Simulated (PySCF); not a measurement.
Deuteron quadrupole couplings in `CC#CP(C)CCC(F)(F)F`

C7H10F3P.
Structure used (GFN2-xTB), in Å, numbered top down from 1:
```
atom  x, y, z in Å
C1    -3.279   -1.551    0.851
C2    -2.277   -0.741    0.199
C3    -1.433   -0.037   -0.296
P4    -0.259    0.915   -1.213
C5    -0.765    2.590   -0.598
C6     1.190    0.662   -0.044
C7     1.698   -0.773   -0.137
C8     2.838   -1.015    0.828
F9     3.887   -0.208    0.600
F10    2.482   -0.818    2.107
F11    3.306   -2.273    0.756
H12   -3.899   -2.045    0.102
H13   -3.913   -0.927    1.481
H14   -2.803   -2.310    1.471
H15   -1.735    2.838   -1.025
H16   -0.040    3.330   -0.933
H17   -0.836    2.608    0.488
H18    1.984    1.357   -0.330
H19    0.886    0.885    0.983
H20    2.062   -0.995   -1.143
H21    0.898   -1.476    0.109
```

Level: PBE0/pcSseg-1 (PySCF, non-relativistic); Q(2H) = 0.00286 b; rigid geometry, the same for H and D, with no vibrational averaging.

Question: Rank these positions by the coupling χzz of a deuteron there, largest first.
A. H20 (methylene hydrogen)
B. H15 (methyl hydrogen)
C. H13 (methyl hydrogen)

Answer: B (211 kHz), C (207 kHz), A (200 kHz).

Q: What are Vzz, η and χzz (234.96 MHz × Q × Vzz) at all hydrogens?

A: 
| atom | bonded to | bond length (Å) | Vzz (au) | η | χzz (kHz) |
| --- | --- | --- | --- | --- | --- |
| H12 | C1 | 1.090 | 0.3074 | 0.02 | 207 |
| H13 | C1 | 1.090 | 0.3077 | 0.02 | 207 |
| H14 | C1 | 1.090 | 0.3079 | 0.03 | 207 |
| H15 | C5 | 1.089 | 0.3146 | 0.02 | 211 |
| H16 | C5 | 1.089 | 0.3147 | 0.02 | 211 |
| H17 | C5 | 1.089 | 0.3131 | 0.01 | 210 |
| H18 | C6 | 1.094 | 0.3003 | 0.03 | 202 |
| H19 | C6 | 1.094 | 0.2978 | 0.04 | 200 |
| H20 | C7 | 1.092 | 0.2975 | 0.04 | 200 |
| H21 | C7 | 1.093 | 0.2930 | 0.05 | 197 |

Isolated species at its GFN2-xTB geometry (one conformer only). GFN2-xTB bond lengths can be off by several hundredths of an ångström, more for odd bonds, and the gradients follow them. The small basis limits the accuracy of the gradients.
